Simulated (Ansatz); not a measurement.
C2H2Te, SMILES `C#C[TeH]`, relaxed with RKS PBE-D4/def2-SVP in Ansatz from a rough embedded geometry. The force threshold is 0.03 eV/Å; the program also tests the step.

Total charge 0; spin multiplicity 1. Te takes the def2 core potential.

Start:

```xyz
5

C     0.441   -0.760    1.102
C    -0.009    0.064    0.359
Te   -0.800    1.549   -0.856
H     0.832   -1.496    1.657
H    -0.464    0.642   -2.263
```

```
step  energy (eV)  largest force (eV/Å)  largest move (Å)
   1   -9392.3625                 2.856             0.000
   2   -9392.5584                 0.502             0.072
   3   -9392.5671                 0.130             0.021
   4   -9392.5698                 0.030             0.025
```

End:

```xyz
5

C     0.446   -0.775    1.081
C    -0.011    0.069    0.315
Te   -0.799    1.541   -0.864
H     0.850   -1.521    1.750
H    -0.486    0.686   -2.282
```

It took 3.8 s on 2 threads of an Arm Neoverse V1 on a shared host, with 0.11 GiB of host memory at the peak.
